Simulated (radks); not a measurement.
Values are calculated unless marked as measured or tabulated.
The nuclear charge of the argon ion Ar+ is varied continuously with 17 electrons held in [Ne] 3s2 3p5. Level of theory: non-relativistic Kohn-Sham, r2SCAN, spin-unpolarised, spherical densities, point nucleus; meta-GGA in the generalised Kohn-Sham scheme (a radial shooting solver on a logarithmic mesh with Libxc functionals). By the Hellmann-Feynman theorem dE/dZ = E(electron-nucleus)/Z, the electronic potential at the nucleus.

| Z | E (hartree) | E(electron-nucleus)/Z (hartree) | HOMO | e(HOMO) (eV) | <r> HOMO (bohr) |
|---|---|---|---|---|---|
| 17.5 | -492.90525 | -66.8036 | 3p | -15.287 | 1.679 |
| 17.75 | -509.75710 | -68.0110 | 3p | -18.815 | 1.612 |
| 18 | -526.91066 | -69.2173 | 3p | -22.566 | 1.552 |
| 18.25 | -544.36565 | -70.4224 | 3p | -26.538 | 1.496 |
| 18.5 | -562.12180 | -71.6267 | 3p | -30.726 | 1.446 |
| 18.75 | -580.17891 | -72.8301 | 3p | -35.127 | 1.399 |
| 19 | -598.53680 | -74.0329 | 3p | -39.739 | 1.355 |

The central difference of E at Z = 18 is -69.217 hartree, to compare with the third column; the second derivative is -4.82 hartree.
